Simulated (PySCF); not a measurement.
ZrCl₂ + 2 HF → ZrF₂ + 2 HCl

Level: PBE0 in the def2-TZVP basis family, computed in PySCF with density fitting; scalar-relativistic core potentials for atoms from Rb on, none lighter, no spin–orbit coupling; open shells unrestricted.

```json
{"species": "ZrCl₂", "state and structure": "triplet, C2v, Zr–Cl 2.347 Å (×2); Cl–Zr–Cl 143.2°", "E (Eh)": "-967.25563", "ZPE (kJ/mol)": "4.9", "H(298 K) − H(0) (kJ/mol)": "13.8", "S° (J/(mol K))": "314.0"}
{"species": "HF", "state and structure": "singlet, C∞v, H–F 0.920 Å", "E (Eh)": "-100.39188", "ZPE (kJ/mol)": "24.9", "H(298 K) − H(0) (kJ/mol)": "8.7", "S° (J/(mol K))": "173.6"}
{"species": "ZrF₂", "state and structure": "triplet, C2v, Zr–F 1.909 Å (×2); F–Zr–F 133.9°", "E (Eh)": "-246.71548", "ZPE (kJ/mol)": "8.4", "H(298 K) − H(0) (kJ/mol)": "12.5", "S° (J/(mol K))": "288.9"}
{"species": "HCl", "state and structure": "singlet, C∞v, H–Cl 1.279 Å", "E (Eh)": "-460.66440", "ZPE (kJ/mol)": "17.9", "H(298 K) − H(0) (kJ/mol)": "8.7", "S° (J/(mol K))": "186.6"}
```

What is the electronic reaction energy?

At PBE0/def2-TZVP, ΔE = -12.8 kJ/mol from the differences of the total energies times 2625.5, downhill. Ligand exchange with HF takes part in thermal etching.

Add zero-point, thermal and entropy terms for 298.15 K and 1 bar.

ΔZPE = -10.5 and Δ[H(298) − H(0)] = -1.3 kJ/mol give ΔH° = -24.6 kJ/mol. ΔS° = 0.9 J/(mol K), so ΔG° = -24.6 − 298.15 × (0.0009) = -25 kJ/mol and log₁₀K = 4.4.

Open d or f shells are single determinants, so the state found may not be the ground state. Each species is the lowest minimum found with this bonding; other isomers or fragments can lie lower.
